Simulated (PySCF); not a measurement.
**Polarisability and C₆ of Co (cobalt, neutral)**

[Ar] 3d7 4s2, high-spin 4F determinant. Computed with PySCF 2.14 in aug-cc-pVTZ-DK (8s7p5d3f2g, 93 functions), with scalar relativity by spin-free X2C-1e. Coupled (time-dependent) response in atomic units; α is the mean over directions.

| method | mean α (bohr³) | C₆ (like pair) | S(−4) |
| --- | --- | --- | --- |
| LC-wPBE | 58.32 | 504.1 | 1872 |

S(−4) is the Cauchy moment in α(ω) = α(0) + S(−4) ω² + …

Reference α: 55 ± 4 bohr³ (recommended; Schwerdtfeger and Nagle, table of static dipole polarizabilities (2023 update)). Published C₆: 408.0 (Chu and Dalgarno (2004); Tang, Norbeck and Certain (1976)).

α(iu) at LC-wPBE:

| u (hartree) | α(iu) (bohr³) |
| --- | --- |
| 0 | 58.32 |
| 0.0500 | 54.08 |
| 0.100 | 44.87 |
| 0.200 | 27.86 |
| 0.300 | 17.95 |
| 0.500 | 9.340 |
| 0.750 | 5.478 |
| 1.00 | 3.783 |
| 1.50 | 2.253 |
| 2.00 | 1.546 |
| 3.00 | 0.8884 |
| 5.00 | 0.4190 |

A single London oscillator, α(iu) = α/(1 + u²/ω²), gives C₆ = (3/4) ω α². Matching the computed C₆ needs ω = 4 × 504.1 / (3 × 58.32²) = 0.198 hartree.
